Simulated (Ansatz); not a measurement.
System: BHSCl, charge 0, doublet. BHSCl (SMILES [S]BCl, doublet).
B3LYP-D3(BJ)/def2-TZVP minimum from Ansatz (an electronic-structure program):
```
B
H 1 1.1898
S 1 1.7544 2 118.32
Cl 1 1.7588 2 119.49 3 180.00
```
Charge 0, spin multiplicity 2.

Quantity: atomisation energy (electronic, to ground-state atoms), in kcal/mol. UHF or UKS for unpaired electrons; spin-orbit terms are left out. CBS(X,Y): correlation extrapolated as X^-3, Hartree-Fock from the larger set. A bracket is a step between two methods taken in the basis named. Functionals run without relativity, which enters their misses. Double hybrids freeze cores in their MP2 part. 'core' is core correlation in cc-pwCVTZ (1s frozen past Ne), 'X2C' scalar relativity in cc-pVTZ-DK, both at CCSD(T). Where a partner has so few electrons that a lower coupled-cluster level is exact, that level stands in.

CCSD(T)/CBS(cc-pV(T+d)Z,cc-pV(Q+d)Z) + [CCSDT(Q) - CCSD(T)]/cc-pV(D+d)Z + core + X2C (Ansatz) gives 297.0 kcal/mol.

**Question.** How far off this value is PBE/def2-TZVPD (Ansatz), in which direction, and which of these levels come nearer: r2SCAN/def2-TZVPD, PBE0/def2-TZVPD, wB97M-V/def2-TZVPD, B2PLYP/def2-TZVPD, CCSD(T)/CBS(cc-pV(T+d)Z,cc-pV(Q+d)Z) + core + X2C?

**Answer.** PBE gives 307.4 kcal/mol, 10.4 kcal/mol above it. Differences of the others: r2SCAN/def2-TZVPD (Ansatz) 8.7; PBE0/def2-TZVPD (Ansatz) 4.9; wB97M-V/def2-TZVPD (Ansatz) 3.8; B2PLYP/def2-TZVPD (Ansatz) -2.9; CCSD(T)/CBS(cc-pV(T+d)Z,cc-pV(Q+d)Z) + core + X2C (Ansatz) -0.5 kcal/mol. Nearer than PBE: r2SCAN/def2-TZVPD, PBE0/def2-TZVPD, wB97M-V/def2-TZVPD, B2PLYP/def2-TZVPD, CCSD(T)/CBS(cc-pV(T+d)Z,cc-pV(Q+d)Z) + core + X2C.
